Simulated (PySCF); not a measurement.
Species: C2H9GeN.
Z-matrix (Å and degrees, PBE0-D3(BJ)/def2-SVP geometry), rows numbered from 1:
```
C 
C   1  1.5235
Ge  2  1.9547  1  113.50
N   3  1.8423  2  108.19  1  -179.12
H   1  1.1019  2  111.70  3   -59.83
H   1  1.1017  2  111.74  3  -179.92
H   1  1.1019  2  111.64  3    60.08
H   2  1.1032  1  110.70  3   121.14
H   2  1.1020  1  111.32  3  -120.98
H   3  1.5434  2  111.23  1   -62.88
H   3  1.5555  2  108.93  1    56.14
H   4  1.0171  3  114.13  2   -65.94
H   4  1.0170  3  114.06  2   169.57
```

Theory: PBE0-D3(BJ)/def2-SVP geometry optimisation, gas phase in PySCF 2.14.0.

Masses are those of the commonest isotopes; rigid-rotor values at the optimised geometry. The values belong to one conformer with, in the numbering `[CH3:1][CH2:2][GeH2:3][NH2:4]`, C1–C2–Ge3–N4 -179°, C2–Ge3–N4–H -66° and 170°.

Problem. Give the principal moments of inertia and the rotational constants in MHz.

Solution. Ia = 41.43, Ib = 199.62, Ic = 227.03 u·Å²; 505379 MHz·u·Å²/I gives A = 12199, B = 2532, C = 2226 MHz.

Problem. Classify the top.

Solution. A near-prolate asymmetric top; Ray's κ = -0.939.

Problem. Is it planar, by Δ = Ic − Ia − Ib?

Solution. Not planar: Δ = Ic − Ia − Ib = -14.01 u·Å². For a rigid frame Δ = −2 Σ m c², so Σ m c² = 7.00 u·Å² lies off the ab plane: 6.96 from hydrogen and 0.04 from heavier atoms. The atom farthest from that plane is 1.25 Å away.

Problem. Give the other two planar moments, Paa and Pbb, and the rms extents of the mass along the axes.

Solution. Paa = Σ m a² = (Ib + Ic − Ia)/2 = 192.61 and Pbb = Σ m b² = (Ia + Ic − Ib)/2 = 34.42 u·Å². With the mass M = 120.99 u, the rms extents √(P/M) along a, b and c are 1.26, 0.53, 0.24 Å.

Problem. Which lines would a microwave search look for?

Solution. The dipole components are |μa| = 0.22 D, |μb| = 0.20 D, |μc| = 0.84 D. The squared components, which scale the intensities, stand as 0.07 : 0.06 : 1.00 (a : b : c). Some lines, for components of 0.1 D or more:

| type | branch | J(Ka,Kc) | MHz | lower level (cm⁻¹) |
| --- | --- | --- | --- | --- |
| a | Q | 3(1,2) ← 3(1,3) | 1834 | 1.249 |
| c | Q | 1(1,1) ← 1(0,1) | 9668 | 0.159 |
| a | R | 2(1,1) ← 1(1,0) | 9821 | 0.491 |
| a | R | 3(1,3) ← 2(1,2) | 13810 | 0.788 |
| a | R | 3(2,2) ← 2(2,1) | 14273 | 1.786 |
| a | R | 3(1,2) ← 2(1,1) | 14727 | 0.819 |
| c | R | 1(1,0) ← 0(0,0) | 14731 | 0.000 |
| b | R | 2(1,2) ← 1(0,1) | 18877 | 0.159 |
| c | R | 3(1,2) ← 2(0,2) | 25014 | 0.476 |
| c | Q | 3(2,2) ← 3(1,2) | 28549 | 1.310 |
| b | Q | 3(2,1) ← 3(1,2) | 28585 | 1.310 |
| b | Q | 2(2,0) ← 2(1,1) | 29010 | 0.819 |
| b | Q | 3(2,2) ← 3(1,3) | 30383 | 1.249 |
| c | R | 2(2,1) ← 1(1,1) | 39130 | 0.481 |
| b | R | 2(2,0) ← 1(1,1) | 39137 | 0.481 |
| c | R | 3(2,2) ← 2(1,2) | 44194 | 0.788 |

Whether it is a minimum is left open (no frequencies). These are rigid-rotor constants of the computed structure; measured ground-state constants (B0) also hold zero-point vibration. A rigid rotor knows nothing of inversion at nitrogen or internal rotation, which can split or shift real lines. Quadrupole hyperfine structure (14N) is left out.

On one thread, Arm Neoverse V1 (aarch64), no GPU, shared host with 32 logical CPUs at a one-minute load of 16, this took 58 s of wall time and 0.50 GiB of memory at its peak. These figures are those of the optimisation.
